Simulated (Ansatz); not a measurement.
HBr₂Ga, singlet, geometry from GFN2-xTB (such geometries of metal compounds can be far from the true shape); R2SCAN/def2-TZVP run with Ansatz (an electronic-structure program).

The Ansatz input:
Ansatz 0.2 input:
```yaml
crystal:
  periodic: [false, false, false]
  atoms:
    - {symbol: Ga, position_ang: [-0.58329834, -0.34204739, -0.37987348]}
    - {symbol: H, position_ang: [-1.74419136, -1.02279753, -1.13590591]}
    - {symbol: Br, position_ang: [-0.18794933, 1.88862636, -0.64305092]}
    - {symbol: Br, position_ang: [0.75441904, -1.55644731, 1.01196474]}
basis:
  gaussian:
    orbitals: def2-TZVP
hamiltonian:
  xc: r2scan
```

The log (banner, timings and long lists left out):

```
Functional definition: r2SCAN
1164 factors; their error is unknown
mean field evaluation 1: about -192487.9180 eV, gradient 2.9e1 eV
mean field evaluation 2: about -192486.9295 eV, gradient 4.4e1 eV
mean field evaluation 4: about -192488.9856 eV, gradient 1.7e0 eV
mean field evaluation 8: about -192488.9875 eV, gradient 1.0e-1 eV
mean field evaluation 16: about -192488.9323 eV, gradient 3.8e-5 eV
mean field -192488.93227841 eV, -7073.8377875471 hartree, gradient 3.8e-5 eV, S^2 0.000000; 0 other end points of the search recorded, 0 dependent functions left out
reference -192488.93228817 eV, -7073.8377879058 hartree; 51, 51 occupied and 99, 99 virtual orbitals, 1164 factors
Total energy: -192488.93228817 eV, -7073.8377879058 hartree
```
